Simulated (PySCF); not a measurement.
Species: C4H14AsB.
SMILES with atom numbers: `[BH3-:1][AsH2+:2][C@H:3]([CH3:4])[CH2:5][CH3:6]` (hydrogens: H7, H8, H9 on B1; H10, H11 on As2; H12 on C3; H13, H14, H15 on C4; H16, H17 on C5; H18, H19, H20 on C6)

Computed with PySCF at PBE0/def2-SVPD, non-relativistic, on one gas-phase PBE0-D3(BJ)/def2-SVP geometry that isn't relaxed in the solvent. The solvent is an IEF-PCM continuum (Bondi radii, 1.10 Å for H, scaled by 1.2). Only the electrostatic response of the medium enters. Spin–orbit coupling is left out although an atom past zinc is present.

Gas phase at PBE0/def2-SVPD: HOMO -7.98 eV, LUMO -0.07 eV, dipole 4.70 D.

Q: What does the continuum do to the energy, the frontier levels and the dipole at PBE0/def2-SVPD in benzene and water?

A: 
```csv
solvent,ε,E(solvent) − E(gas) (kcal/mol),polarisation term (kcal/mol),distortion of the solute (kcal/mol),HOMO (eV),LUMO (eV),dipole (D)
benzene,2.271,-2.80,-3.16,0.36,-7.97,0.15,5.47
water,78.36,-6.52,-8.65,2.13,-7.96,0.40,6.59
```

The first energy column is the sum of the next two and covers electrostatics alone. From benzene to water the lowering changes by a factor 2.33, Onsager's factor (ε − 1)/(2ε + 1) by 2.14 and ε itself by 34.5.

Q: Which radius a makes the point-dipole formula ΔE = −[(ε − 1)/(2ε + 1)]·μ²/a³ give the value in water, with the gas-phase dipole?

A: μ = 1.849 au and |ΔE| = 0.01039 Eh give a = 2.88 Å; the farthest nucleus lies 3.61 Å from the centroid of the nuclei, so such a sphere wouldn't even hold the nuclei. The formula assumes a rigid point dipole at the centre of a sphere.

Q: How does the static polarisability (PBE0/def2-SVPD, frozen core, with the continuum's full static response) change?

A: 
| medium | isotropic (au) | principal values (au) | ⟨r²⟩ of the electrons (bohr²) |
| --- | --- | --- | --- |
| gas | 99.9 | 91.0, 97.7, 110.9 | 1063.9 |
| benzene | 115.6 | 105.7, 113.5, 127.5 | 1064.6 |
| water | 142.0 | 132.6, 140.6, 152.7 | 1065.6 |

The isotropic value in water is 1.42 times the gas-phase one; no cavity-field correction is applied. ⟨r²⟩ is taken about the centre of nuclear charge.

The run took about 80 s of CPU time (one thread, shared machine). This is the whole response run at PBE0/def2-SVPD in water, SCF included.

Conformer computed: `[BH3-:1][AsH2+:2][C@H:3]([CH3:4])[CH2:5][CH3:6]`: B1–As2–C3–C4 57°, As2–C3–C5–C6 69°.
